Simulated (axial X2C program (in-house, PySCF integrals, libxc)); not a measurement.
**CuB⁻ with a deliberately poor setting**

Computed with an in-house relativistic program for diatomic molecules.

The run was started with this input:
```json
{
 "zs": [
  29,
  5
 ],
 "q": -1,
 "bas": [
  "dyall-av3z",
  "dyall-av3z"
 ],
 "levels": [
  "PBE0",
  "HF",
  "BLYP",
  "LDA"
 ],
 "cc": false,
 "r0": 1.97,
 "npts": 10,
 "nst": 2,
 "ntry": 6,
 "opt": {
  "pick": 2
 }
}
```
```bash
python so2c.py task.json out
```

Keys: zs atomic numbers; q charge; bas basis sets; levels methods; cc coupled cluster on or off; r0 starting distance in Å; npts points on the curve; nst determinants followed; ntry starts of the search; pick rank of the determinant followed. HF also brings MP2.

Problem. One numerical setting was spoiled on purpose. Which, and what came out?

Solution. An excited determinant was followed. States: spin-free M_S = 1/2, Λ = 0; 2c Ω = 5/2. The apparent results, which are not to be taken for properties of CuB⁻:

```tsv
Hamiltonian	level	points converged	Re (Å)	ωe (cm⁻¹)	De (eV)	curve-fit residual (μEh)
spin-free	PBE0	10 of 10	1.941	520	1.54	0.077
spin-free	HF	10 of 10	2.169	369	0.30	0.12
spin-free	MP2	10 of 10	1.865	578	1.59	0.33
spin-free	BLYP	10 of 10	1.931	532	1.70	0.075
spin-free	LDA	10 of 10	1.876	591	2.41	0.14
2c	PBE0	10 of 10	1.931	1131	1.20	1500
2c	HF	10 of 10	2.129	358	0.79	0.02
2c	MP2	10 of 10	1.866	542	1.18	0.93
2c	BLYP	10 of 10	1.880	560	0.79	14
2c	LDA	10 of 10	1.829	625	1.71	2.3
```
